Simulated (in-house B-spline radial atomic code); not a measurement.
A fraction x of an electron is added to 4p in neutral selenium, starting from [Ar] 3d10 4s2 4p4 and keeping the highest spin. All numbers are computed (scalar-relativistic (X2C) BLYP, spin-polarised, spherical fractional occupations; Fermi nucleus of rms radius 4.14 fm) with an all-electron radial atomic-structure program (B-spline basis), not measured.

```
  x  E(x) - E(0) (eV)  4p down level (eV)
  0            0.0000              -5.603
0.1           -0.5225              -4.850
0.2                 ?                   ?
0.3           -1.3458              -3.394
0.4           -1.6500              -2.692
0.5                 ?                   ?
0.6           -2.0525              -1.348
0.7           -2.1553              -0.710
0.8           -2.1955              -0.099
```

(1) What belongs in the row x = 0.2?

(2) What belongs in the row x = 0.5?

(3) Check Janak's theorem between x = 0.3 and 0.4.

(4) Up to what added charge does this functional bind the extra electron?

Answers

(1) An energy change of -0.9706 eV; 4p down at -4.114 eV.

(2) An energy change of -1.8849 eV; 4p down at -2.009 eV.

(3) The slope of the energy is -3.04 eV; the orbital levels give -3.04 eV (ε of the filling orbital, averaged over the two points).

(4) The highest level rises by about 6.1 eV per electron near x = 0.8 and would reach zero near x = 0.82, so a whole extra electron isn't bound at the basis-set limit.
